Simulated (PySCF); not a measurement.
**Structure from NMR data**

Molecular formula: C₆H₁₇AlO. Simulated spectra:

$^{1}$H NMR (600 MHz, computed): δ 3.63 (br, 2H), 3.55 (s, 6H), 0.77 (s, 9H).

$^{13}$C{$^{1}$H} NMR (computed): δ 57.5 (CH3, 2C), 26.8 (CH3, 3C), 5.5 (C).

- geometry from PBE0-D3(BJ)/def2-SVP
- GIAO HF/pcSseg-1 shieldings
- code: PySCF
- fast rotation and ring inversion assumed for equivalent nuclei, relativity neglected, isolated molecule, one computed conformer

δ = σ(ref) − σ, references computed at the same level: $^{1}$H, $^{13}$C vs TMS.

**Question.** Propose a structure and justify it.

**Answer.** 
1. 3 carbon signals for 6 carbons: some carbons are equivalent by symmetry or fast rotation.
2. Carbon types of the structure: 1 × C, 5 × CH3, leaving 2 H on heteroatoms.
3. δC 57.5: methyl carbon bonded to O; deshielded by the electronegative neighbour.
4. δC 26.8: methyl carbon; aliphatic region, no heteroatom directly attached.
5. δC 5.5: fully substituted sp3 carbon bonded to Al; an electropositive neighbour leaves it electron-rich and shielded.
6. δH 3.63: hydrogen on an aluminium bonded to C, O.
7. δH 3.55: hydrogen on a methyl carbon bonded to O; its carbon carries O, hence the downfield position.
8. δH 0.77: hydrogen on a methyl carbon.

The compound is SMILES C[O+](C)[AlH2-][C](C)(C)C.

This is the structure that produced the data.

Hydrides on Al or Ga are broadened by the quadrupolar metal nucleus. Shifts are as computed. Against solution values, carbons near 30 ppm lie about -0 ppm off and those near 130 ppm about +7 ppm. Of 1313 compounds with measured shifts, 239 miss one by over three times the rms of a fit or turn the order of signals round; such compounds aren't used in these exercises. No couplings were computed; multiplicities are counted from neighbouring protons, with m where these are inequivalent, close in shift, in a saturated or five-membered ring or joined by F or P, and br s for small geminal =CH2 splittings.
